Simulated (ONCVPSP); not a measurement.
## Cutoff test, hydrogen (H), ONCV

- Element: hydrogen (H)
- Generator: ONCVPSP 4.0.1
- Type: optimised norm-conserving Vanderbilt (ONCV)
- Functional: BLYP
- Relativity: scalar-relativistic
- Frozen core: none
- Valence charge: 1
- Reference configuration: 1s1
- Partial waves: 1s: rc 1.15 bohr, ncon 4, nbas 7, qcut 7.1 1/bohr, 1 projector; p scattering state at 0.03 Ha: rc 1.00 bohr, ncon 4, nbas 7, qcut 8.9 1/bohr, 1 projector
- Local potential: polynomial inside 0.95 bohr (lpopt 5, dvloc0 4 Ha)
- Core correction: none

Task: For each optimised wave give the share of its norm inside rc, the residual kinetic energy above qcut (Ha) and the cutoffs (Ha) for errors of 10, 1, 0.1 and 0.01 mHa per electron.

Result:

| wave | norm inside rc | residual KE | 10 mHa | 1 mHa | 0.1 mHa | 0.01 mHa |
| --- | --- | --- | --- | --- | --- | --- |
| 1s | 0.370 | 4.8e-05 | 8.4 | 16.1 | 22.8 | 69.2 |
| p projector 1 | 0.001 | 7.9e-09 | 0.2 | 0.9 | 2.9 | 7.8 |

The occupied waves need 16 Ha and 23 Ha for 1 and 0.1 mHa. Rows with under 1 % of the norm inside rc give no meaningful cutoff.
